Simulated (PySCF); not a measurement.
# C₆ coefficients of unlike pairs at PBE

Calculated with PySCF 2.14 from the dipole response of each species, C₆(A,B) = (3/π) ∫ α_A(iu) α_B(iu) du, in atomic units, from isotropic polarisabilities. For ions this is the dispersion term alone; charge-induced terms of lower order in 1/R come first.

| species | configuration | basis | relativity | α (bohr³) | C₆ (like pair) |
| --- | --- | --- | --- | --- | --- |
| Rh | [Kr] 4d8 5s1 (4F) | aug-cc-pwCVTZ-DK (11s10p8d4f3g) | spin-free X2C | 53.74 | 465.4 |
| Fe²⁺ | [Ar] 3d6 (5D) | def2-QZVPPD (11s6p5d4f2g) | none | 3.956 | 11.41 |
| F³⁺ | [He] 2s2 2p2 (3P) | aug-cc-pVTZ-DK (5s4p3d2f) | spin-free X2C | 0.9358 | 0.8482 |
| Ni⁺ | [Ar] 3d9 (2D) | def2-QZVPPD (11s6p5d4f2g) | none | 9.002 | 31.10 |

(1) Estimate C₆ for Fe²⁺ with Rh.

No spin-orbit coupling is included.

The other pairs:

| pair | C₆ |
| --- | --- |
| F³⁺, Rh | 15.90 |
| Ni⁺, Rh | 112.9 |
| Ni⁺, Fe²⁺ | 18.39 |
| F³⁺, Fe²⁺ | 3.098 |
| Ni⁺, F³⁺ | 4.897 |

Results:

(1) The integral gives 61.71. The combination rule 2 C_A C_B / (C_A α_B/α_A + C_B α_A/α_B) gives 56.12 and the geometric mean 72.89.
